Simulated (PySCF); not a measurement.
C2H9FSi2, SMILES CC[SiH2][SiH2]F. Geometry: PBE-D3(BJ)/def2-SVP. This is a generated structure with no PubChem entry under its InChIKey; it may be hypothetical. The values are those of a single conformer.

Computed equilibrium geometry at PBE-D3(BJ)/def2-SVP (PySCF confirms it by a frequency run) as a Z-matrix (one conformer of several):
```
Si
H 1 1.5086
H 1 1.5102 2 107.67
C 1 1.9029 2 110.24 3 -121.32
H 4 1.1119 1 106.79 2 -67.31
H 4 1.1120 5 105.69 1 114.36
C 4 1.5342 5 111.05 6 120.31
H 7 1.1095 4 111.54 5 61.44
H 7 1.1096 8 107.18 4 -122.47
H 7 1.1098 8 107.35 9 -115.06
Si 1 2.3506 2 109.20 3 118.05
F 11 1.6516 1 107.23 2 68.50
H 11 1.5056 12 108.12 1 122.67
H 11 1.5071 13 108.54 12 -116.49
```
Charge 0, spin multiplicity 1.
